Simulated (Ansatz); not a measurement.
Geometry optimisation, Ansatz 0.2.0, DFT PBE-D3(BJ), scalar-relativistic, plane waves, PAW.

input.yaml

```yaml
crystal:
  lattice:
    - [5.48, 0.0, 0.0]
    - [2.74, 4.745819, 0.0]
    - [0.0, 0.0, 16.32646]
  atoms:
    - { symbol: Os, position: [0.0, 0.0, 0.0612503] }
    - { symbol: Os, position: [0.5, 0.0, 0.0612503] }
    - { symbol: Os, position: [0.0, 0.5, 0.0612503] }
    - { symbol: Os, position: [0.5, 0.5, 0.0612503] }
    - { symbol: Os, position: [-0.1666667, 0.3333333, 0.1937487] }
    - { symbol: Os, position: [0.3333333, 0.3333333, 0.1937487] }
    - { symbol: Os, position: [-0.1666667, 0.8333333, 0.1937487] }
    - { symbol: Os, position: [0.3333333, 0.8333333, 0.1937487] }
    - { symbol: Os, position: [0.0, 0.0, 0.3262471] }
    - { symbol: Os, position: [0.5, 0.0, 0.3262471] }
    - { symbol: Os, position: [0.0, 0.5, 0.3262471] }
    - { symbol: Os, position: [0.5, 0.5, 0.3262471] }
    - { symbol: Ga, position: [0.3627913, 0.8389315, 0.4689602] }
basis:
  ecutwfc: 420.0
kpoints:
  mp_grid: { grid: [4, 4, 1] }
hamiltonian:
  xc: pbe
  dispersion: d3bj
scf:
  occupations: { method: fermi_dirac, width: 0.1 }
  lower_state_search: "off"
relax:
  f_tol: 0.03
  max_steps: 60
  adjacent_minimum: "off"
  constraints: [{ sites: [0, 1, 2, 3] }]
output:
  write_density: true
  write_potential: true
  elf: true
  volumetric_format: npy
```

Command:

```bash
$ ansatz run input.yaml --threads 4 --pin off --max-ram 10240MiB --backend cpu --events-out ev --progress --plain --runs-dir out
```

Question: Where does it end, and by what steps?

Answer: The forces met the threshold. Limits of this set-up: coarse k mesh, thin slab, slab without dipole correction, a typed lattice constant that wasn't relaxed here. After 5 steps the energy has fallen by 0.485 eV; Ga13 moved furthest, 0.47 Å.

```tsv
step	energy less start (eV)	largest force component (eV/Å)	accepted
0	0.0000	1.066	yes
1	-0.3171	0.808	yes
2	-0.3978	0.556	yes
3	-0.4651	0.273	yes
4	-0.4850	0.053	yes
5	-0.4853	0.021	yes
```

```xyz
13
Lattice="5.4800 0.0000 0.0000 2.7400 4.7458 0.0000 0.0000 0.0000 16.3265" Properties=species:S:1:pos:R:3
Os 0.000 0.000 1.000
Os 2.740 0.000 1.000
Os 1.370 2.373 1.000
Os 4.110 2.373 1.000
Os 0.004 1.585 3.089
Os 2.736 1.584 3.089
Os 1.370 3.950 3.089
Os 4.110 3.955 3.092
Os -0.052 0.030 5.201
Os 2.791 0.030 5.201
Os 1.370 2.373 5.179
Os 4.110 2.314 5.201
Ga 4.111 3.954 7.218
```

Whether the end is a true minimum wasn't checked by a vibrational analysis.

The run took 31 s on 4 threads of Intel(R) Xeon(R) 6975P-C (Granite Rapids), with other jobs on the host, peak memory 1.7 GiB.
